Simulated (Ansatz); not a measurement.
```yaml
crystal:
  periodic: [false, false, false]
  atoms:
    - {symbol: Si, position_ang: [-1.545441, 1.289548, -1.101271]}
    - {symbol: Al, position_ang: [-0.171365, -0.524462, -0.191143]}
    - {symbol: B, position_ang: [0.846815, -2.129050, 0.461618]}
    - {symbol: Si, position_ang: [1.747771, -0.745671, 1.299406]}
    - {symbol: H, position_ang: [-2.598813, 0.742782, -1.999992]}
    - {symbol: H, position_ang: [-2.209849, 2.043081, -0.002540]}
    - {symbol: H, position_ang: [-0.706098, 2.238531, -1.883287]}
    - {symbol: H, position_ang: [0.901541, -3.310510, 0.395526]}
    - {symbol: H, position_ang: [1.005216, 0.550451, 0.836012]}
    - {symbol: H, position_ang: [2.813321, -0.205900, 2.188672]}
basis:
  gaussian: {orbitals: def2-TZVP, final_grid: {core_spheres: 5, valence_spheres: 4, degree: 11}}
hamiltonian: {xc: {name: wB97X}}
multiplicity: 3
```

```sh
$ ansatz run in.yaml --threads 2 --pin off --events-out ev --progress --plain --max-ram 4352MiB
```

It prints (some lines left out):

```
Error: YAML parse error: error: line 17 column 1: unknown field `multiplicity`, expected one of crystal, accuracy, basis, kpoints, hamiltonian, magnetization, projection, total_charge, correlation, batch, efield, external_charges, scf, relax, neb, saddle, md, ramp, phonons, dielectric, real_time, elastic, magnetic_configurations, gw, evaluate, workflow, output, checkpoint, execution
15 |   gaussian: {orbitals: def2-TZVP, final_grid: {core_spheres: 5, v…
16 | hamiltonian: {xc: {name: wB97X}}
17 | multiplicity: 3
```

What is wrong with this run?

The input holds a key that doesn't belong there. The input was rejected before any iteration.
